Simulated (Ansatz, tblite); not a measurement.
Cost and result up the ladder for the cluster SnBr2⁻ (the lowest doublet isomer of a short search) (3 atoms). The state is a doublet with charge -1. Geometry: PBE-D4/def2-TZVPD.

```xyz
3

Sn   -0.6736   -0.0578    0.9471
Br   -0.5403   -1.6768   -1.2012
Br    1.2139    1.7345    0.2541
```

Ansatz on 4 threads of Arm Neoverse V2 on a shared host; xTB runs through tblite on one thread. Times are rough, summed over both states, and most runs start from the orbitals of an earlier one. PBE0-D4/def2-TZVPD serves as the yardstick here, not as an exact answer. The other state is a singlet.

In the def2 sets Sn takes a core potential; there is no spin–orbit coupling. The xTB rows come from tblite. The structure comes from a short search, and lower isomers may exist.

Raw xTB energies of ions are shifted by several eV, and xTB has no spin-polarisation term.

```
                           level  functions  vertical IE (eV)  difference from PBE0-D4/def2-TZVPD (eV)                       remarks
            r2SCAN-D4/def2-TZVPD        170              2.03                                     0.01  HOMO above zero (-1 doublet)
                        GFN2-xTB         27              5.35                                     3.34                             –
PBE0-D4/def2-TZVPD (with forces)        170              2.01                                     0.00                             –
                        GFN1-xTB         27              4.49                                     2.48                             –
               PBE-D4/def2-TZVPD        170              1.83                                    -0.18  HOMO above zero (-1 doublet)
```

Q: Estimate how long each takes.

A: GFN1-xTB 0.004 s; GFN2-xTB 0.007 s; PBE-D4/def2-TZVPD 5.2 s; PBE0-D4/def2-TZVPD (with forces) 10 s; r2SCAN-D4/def2-TZVPD 12 s. On shared hardware such times vary by a factor of up to 3.
